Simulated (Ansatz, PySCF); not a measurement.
Molecule: CH$_{4}$BO, charge 0, multiplicity 2. It need not be the lowest isomer of its formula. SMILES: [CH2]OB
Coordinates optimised at B3LYP-D3(BJ)/def2-TZVP (Ansatz, a program for electronic structure):
```xyz
7

B      1.2306     0.0706    -0.2622
O      0.0686    -0.2969     0.3394
C     -1.1524     0.1586    -0.0189
H      2.2268    -0.4166     0.1661
H      1.2045     0.8466    -1.1714
H     -1.9842    -0.2216     0.5496
H     -1.2344     0.8625    -0.8352
```
Charge 0, spin multiplicity 2.

Quantity: atomisation energy (electronic, to ground-state atoms), in kcal/mol. Valence correlation only, unless marked. Open shells are spin-unrestricted. Spin-orbit coupling is left out. Non-relativistic. The coupled-cluster limit lacks core correlation, which all-electron functionals hold. Basis-set limits of correlation are two-point, X^-3; Hartree-Fock from the larger set. The bracket is a focal-point correction in the basis named.

| level | program | atomisation energy (kcal/mol) | minus last row |
|---|---|---|---|
| HF/aug-cc-pVDZ | Ansatz | 452.0 | -158.8 |
| HF/cc-pVQZ | Ansatz | 463.5 | -147.3 |
| HF-D4/def2-TZVPD | PySCF + dftd4 | 469.1 | -141.7 |
| BLYP-D3(BJ)/def2-TZVPD | Ansatz + dftd3 | 617.2 | 6.4 |
| revPBE-D4/def2-TZVPD | Ansatz + dftd4 | 611.6 | 0.8 |
| TPSS-D3(BJ)/def2-TZVPD | PySCF + dftd3 | 622.6 | 11.8 |
| TPSSh-D4/def2-TZVPD | PySCF + dftd4 | 619.2 | 8.4 |
| r2SCAN0-D4/def2-TZVPD | Ansatz + dftd4 | 609.8 | -1.0 |
| PW6B95-D4/def2-TZVPD | PySCF + dftd4 | 615.8 | 5.0 |
| PW6B95/def2-TZVPD | PySCF | 614.3 | 3.5 |
| PBE-QIDH/def2-TZVPD | Ansatz | 607.7 | -3.1 |
| CCSD(T)/aug-cc-pVDZ | Ansatz | 568.3 | -42.5 |
| CCSD(T)/cc-pVDZ | Ansatz | 565.2 | -45.6 |
| CCSD(T)/aug-cc-pVTZ | Ansatz | 598.5 | -12.3 |
| RI-MP2/CBS(aug-cc-pVTZ,aug-cc-pVQZ)+[CCSD(T)-MP2]/aug-cc-pVTZ | Ansatz | 610.8 | 0.0 |
